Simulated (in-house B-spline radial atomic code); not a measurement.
Ionising the silver ion Ag⁵⁺ with different functionals

Computed with an all-electron radial atomic-structure program (B-spline basis): non-relativistic Hamiltonian, point nucleus, spin-polarised at highest spin, spherical fractional occupations for the functionals, the average over the highest-spin determinants for Hartree-Fock. The ionisation energy is the difference of two self-consistent energies, [Kr] 4d6 → [Kr] 4d5, without Breit or QED terms; ε is the level of the shell that loses the electron (its least bound occupied spin orbital). There is no spin-orbit coupling in this Hamiltonian.

Hybrids are left out here: with spherical fractional occupations of an open shell their exact exchange keeps a self-interaction that integer-occupation calculations don't have.

```
           method          rung  ΔSCF (eV)  -ε(4d) (eV)
     Hartree-Fock  Hartree-Fock      82.49        83.73
         LDA VWN5           LDA      84.92        76.19
         LDA PW92           LDA      84.92        76.18
LDA exchange-only           LDA      82.62        73.99
              PBE           GGA      84.47        75.78
           PBEsol           GGA      84.48        75.78
             BLYP           GGA      84.43        75.69
             RPBE           GGA      84.41        75.72
             PW91           GGA      84.61        75.90
             BP86           GGA      84.63        75.91
             AM05           GGA      84.58        75.87
             OLYP           GGA      84.75        76.00
             TPSS      meta-GGA      84.26        75.59
             SCAN      meta-GGA      83.64        75.20
           r2SCAN      meta-GGA      83.64        75.20
            M06-L      meta-GGA      83.94        75.35
          revTPSS      meta-GGA      84.16        75.50
```

(1) How do they compare with the NIST value?

## Answers

(1) NIST lists 82 eV ± 2 (tabulated theory, ground level to ground level). Errors run from +0.49 to +2.92 eV; all lie within about twice that uncertainty, so the table can't rank the methods. Hartree-Fock also lacks correlation.
